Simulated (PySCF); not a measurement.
Telling isomers of C₄H₁₁NSi apart by NMR

Relativity neglected, averaged over atoms made equivalent by symmetry, fast rotation or ring inversion, a single conformation, gas phase. GIAO PBE0/pcSseg-1 shieldings; coordinates at the GFN2-xTB level; PySCF 2.14.0 with density-fitted response routines.

Chemical shifts δ = σref − σ; 1H and 13C against TMS, all at this level. Where no couplings were computed, multiplicities follow the n + 1 count of equivalent neighbours, and m marks all less simple cases (inequivalent or close neighbours, rings, F or P nearby). Shifts are as computed. Against solution values, carbons near 30 ppm lie about +3 ppm off and those near 130 ppm about +5 ppm. Of 1211 compounds with measured shifts, 218 miss one by over three times the rms of a fit or turn the order of signals round; such compounds aren't used in these exercises.

(1) Tabulate the signals of `CN(C)[SiH]1CC1`, `CCC/C=N/[SiH3]` and their relative energies.

(2) What is the quickest way to tell CN(C)[SiH]1CC1 from CCC/C=N/[SiH3]?

## Answers

(1) 
| SMILES | carbon types | δC | δH | E rel. (kcal/mol) |
| --- | --- | --- | --- | --- |
| CN(C)[SiH]1CC1 | 2×CH2 2×CH3 | 44.4, 0.3 | 4.06 (m, 1H), 2.70 (s, 6H), 0.83 (m, 2H), 0.29 (m, 2H) | 12.4 |
| CCC/C=N/[SiH3] | 1×CH 2×CH2 1×CH3 | 185.1, 48.7, 22.6, 15.9 | 8.65 (t, 1H), 4.96 (s, 3H), 2.39 (m, 2H), 1.72 (m, 2H), 0.94 (t, 3H) | 0.0 |

Energies are electronic energies at PBE0/pcSseg-1 on these geometries, without zero-point or thermal terms, each for the one conformer computed, which needn't be the lowest.

(2) Count the carbon signals: 2 against 4. The first has a methyl carbon bonded to N (CH3) at 44.4 ppm, the second a C=N carbon (CH) at 185.1 ppm. In the proton spectra the most deshielded non-exchanging signals are 4.06 (m, 1H) and 8.65 (t, 1H).
